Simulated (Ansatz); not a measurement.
Cost and result up the ladder for WO2(NH2)2 (WN₂O₂H₄) (9 atoms). The state is a singlet with charge 0. Geometry: B3LYP-D4/def2-SVP.

```
atom   x (Å)   y (Å)   z (Å)
  W1  -0.038  -0.565  -0.325
  O2  -1.514  -1.430  -0.525
  O3   1.330  -1.316  -1.054
  N4   0.314  -0.424   1.596
  H5   1.243  -0.392   2.010
  H6  -0.404  -0.457   2.316
  N7  -0.263   1.195  -1.152
  H8  -1.158   1.661  -1.280
  H9   0.489   1.728  -1.585
```

Ansatz on 4 threads of Arm Neoverse V1 on a shared host. Times are rough, and most runs start from the orbitals of an earlier one. ωB97X-V/def2-TZVP serves as the yardstick here, not as an exact answer. Binding counts from free atoms at the same level (W quintet, O triplet, N quartet, H doublet; other spins of the atoms weren't run), without zero-point energy or a counterpoise term.

In the def2 sets W takes a core potential; there is no spin–orbit coupling. B3LYP takes the VWN-RPA correlation. Correlated methods freeze 4 core orbitals; core or outer-core shells of W are correlated, in sets that lack core-valence functions.

Correlated methods converge slowly with the basis.

```csv
level,functions,binding energy per atom (eV),difference from ωB97X-V/def2-TZVP (eV),remarks
B97M-V/def2-TZVP,188,4.34,-0.01,–
B3LYP-D4/def2-TZVP,188,4.35,-0.01,–
LDA (SPW92)/def2-TZVP,188,5.17,0.81,–
CCSD(T)/def2-TZVP,188,4.20,-0.16,test for broken spin undecided
ωB97X-V/def2-TZVP,188,4.36,0.00,–
```

Task: Estimate how long each takes.

Result: LDA (SPW92)/def2-TZVP 1.1 s; B3LYP-D4/def2-TZVP 3 s; B97M-V/def2-TZVP 8 s; ωB97X-V/def2-TZVP 8.5 s; CCSD(T)/def2-TZVP 2.3 min. On shared hardware such times vary by a factor of up to 3.
